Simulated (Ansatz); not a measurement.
The cluster Be₂Te₂⁻. The state is a doublet with charge -1. Geometry PBE0-D4/def2-TZVPD, basis def2-TZVPD, Ansatz.

Cartesian coordinates in Å:
```
Be -0.957 -0.198 0.545
Be 0.957 0.198 -0.545
Te 0.953 0.172 1.737
Te -0.954 -0.172 -1.737
```

| run | HOMO (eV) | LUMO (eV) |
| --- | --- | --- |
| A | -0.49 | 2.23 |
| B | -1.12 | 2.67 |
| C | 0.32 | 1.54 |
| D | 0.35 | 1.65 |
| E | -0.32 | 2.17 |

In the def2 sets Te takes a core potential; there is no spin–orbit coupling. The structure comes from a short search, and lower isomers may exist.

HOMO and LUMO are taken over both spins.

The runs used CAM-B3LYP, PBE, PBE0, r2SCAN0, revPBE. Estimate which is which.

A r2SCAN0 (25 % exact exchange); B CAM-B3LYP (range-separated); C PBE (0 % exact exchange); D revPBE (0 % exact exchange); E PBE0 (25 % exact exchange). Exact exchange lowers occupied and raises empty levels; among semilocal functionals meta-GGAs tend to open the gap a little, and such runs are hard to tell apart. The gap grows from 1.22 eV (PBE) to 3.79 eV (CAM-B3LYP). At PBE-D4/def2-TZVPD, revPBE-D4/def2-TZVPD the highest occupied level of the charge -1 doublet lies above zero (up to 0.35 eV). By energy differences its removal costs 1.75 eV (vertical, to the charge 0 singlet, at PBE0-D4/def2-TZVPD).
